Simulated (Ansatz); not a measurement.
Compare A (`FCC(CF)C(F)F`) with its isomer B (`FC(F)CCC(F)F`).

Gas-phase electronic energies from Ansatz, PBE0-D4/def2-TZVP geometries. CBS: MP2 limit from def2 TZ/QZ plus the TZ coupled-cluster correction, frozen cores. Functionals use def2-TZVPP. B3LYP here is the variant with VWN-RPA as its local correlation; programs differ in this. Each species was taken in one conformer, which may not be the lowest.

**Question.** Which isomer does CCSD(T)/CBS put lower? Give the gap. (An estimate is asked.)

**Answer.** Ansatz gave: B, by 45.9 kJ/mol.

**Question.** Give E(B) − E(A) in kJ/mol with ωB97M-V, r2SCAN-D4, PBE0-D4, B3LYP, B2PLYP, HF/def2-TZVPP, PBE-D4. (Estimate.)

**Answer.** Ansatz gave: ωB97M-V -47.6, r2SCAN-D4 -50.4, PBE0-D4 -49.0, B3LYP -46.6, B2PLYP -46.9, HF/def2-TZVPP -46.8, PBE-D4 -48.6. None reverses the order clearly.

**Question.** Does the order hold for the free energy at 298.15 K (harmonic terms from PBE0-D4)? (Estimate.)

**Answer.** The calculation gave: Yes: G(B) − G(A) = -46.3 kJ/mol, for one conformer each. Modes under 60 cm⁻¹, often nearly free rotors, make the harmonic entropy too high.

Largest T1 diagnostic: 0.011.

At CCSD(T), def2-SVP lies −4.9 kJ/mol from the extrapolated value and def2-TZVPP −0.1 kJ/mol. Leaving LDA and LC-ωPBE aside and taking each functional with its dispersion term where it has one, the values, not all of them listed here, spread over 6.0 kJ/mol, from r2SCAN0-D4 to BLYP-D4. LDA lies −5.0 kJ/mol from PBE without D4.
